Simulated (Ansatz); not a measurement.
`C[Si](N)(O)Cl`, relaxed with RKS PBE0-D4/def2-TZVP in the Gaussian-basis code of Ansatz from a PBE-D4/def2-SVP geometry. The force threshold is 0.005 eV/Å; the program also tests the step.

The species carries charge 0 and has multiplicity 1.

Start:

```xyz
11

C     0.897    0.508    1.105
Si   -0.079   -0.328   -0.250
N    -1.164    0.803   -0.957
O    -1.021   -1.619    0.251
Cl    1.339   -1.165   -1.586
H     1.474    1.367    0.707
H     1.619   -0.198    1.560
H     0.216    0.879    1.897
H    -1.834    0.482   -1.660
H    -0.844    1.753   -1.160
H    -0.602   -2.483    0.094
```

**Question.** How much energy does the relaxation release, and in how many steps? (Best estimate.)

**Answer.** Ansatz gave: 7.13 kJ/mol, in 9 steps.

**Question.** Which bonds change most? (An estimate is asked.)

**Answer.** Computed: Si2–O4 from 1.675 to 1.637 Å; Si2–Cl5 from 2.120 to 2.088 Å; Si2–N3 from 1.720 to 1.694 Å; C1–Si2 from 1.868 to 1.848 Å.

**Question.** Give the relaxed structure. (Best estimate.)

**Answer.** The calculation gave: 
```xyz
11

C     0.889    0.499    1.096
Si   -0.071   -0.322   -0.253
N    -1.130    0.788   -0.971
O    -0.994   -1.583    0.234
Cl    1.331   -1.137   -1.568
H     1.452    1.354    0.713
H     1.604   -0.198    1.539
H     0.213    0.850    1.879
H    -1.839    0.474   -1.614
H    -0.838    1.731   -1.169
H    -0.617   -2.456    0.115
```
